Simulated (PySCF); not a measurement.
CH3BrSi, neutral, multiplicity 1. Atoms are numbered in the order given.

```xyz
6

Si     0.8369     1.0840     0.0000
Br    -0.1104    -0.9952     0.0000
C     -0.7610     2.1172     0.0000
H     -0.5351     3.1941     0.0000
H     -1.3753     1.8795    -0.8845
H     -1.3753     1.8795     0.8845
```

Coordinates come from a PBE-D3(BJ)/def2-TZVP optimisation.

Level of theory: PySCF with ωB97X/def2-TZVPD.

ESP charges are fitted to the potential on shells at 1.4 to 2.0 van der Waals radii. Atomic charges (e):

```csv
atom,ESP fit,IAO
Si1,0.02,0.53
Br2,-0.15,-0.28
C3,0.12,-0.74
H4,0.00,0.15
H5,0.01,0.16
H6,0.01,0.16
```
